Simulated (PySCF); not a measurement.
C₆ coefficients of unlike pairs at PBEsol

Calculated with PySCF 2.14 from the dipole response of each species, C₆(A,B) = (3/π) ∫ α_A(iu) α_B(iu) du, in atomic units, from isotropic polarisabilities. For ions this is the dispersion term alone; charge-induced terms of lower order in 1/R come first.

```csv
species,configuration,basis,relativity,α (bohr³),C₆ (like pair)
Mo²⁺,[Kr] 4d4 (5D),"x2c-TZVPPall with one added diffuse shell each of s, p, d, f type (9s7p7d3f1g)",spin-free X2C,10.32,54.84
Mo,[Kr] 4d5 5s1 (7S),aug-cc-pwCVDZ-PP with ECP28MDF (6s6p5d3f),core potential,69.24,691.6
Si³⁺,[Ne] 3s1 (2S),def2-QZVPPD (10s6p5d2f1g),none,7.102,13.31
```

**Question.** Estimate C₆ for Si³⁺ with Mo²⁺.

**Answer.** The integral gives 25.35. The combination rule 2 C_A C_B / (C_A α_B/α_A + C_B α_A/α_B) gives 25.57 and the geometric mean 27.01.

No spin-orbit coupling is included.

The other pairs:

```json
{"pair": "Si³⁺, Mo", "C₆": "93.57"}
{"pair": "Mo, Mo²⁺", "C₆": "171.6"}
```
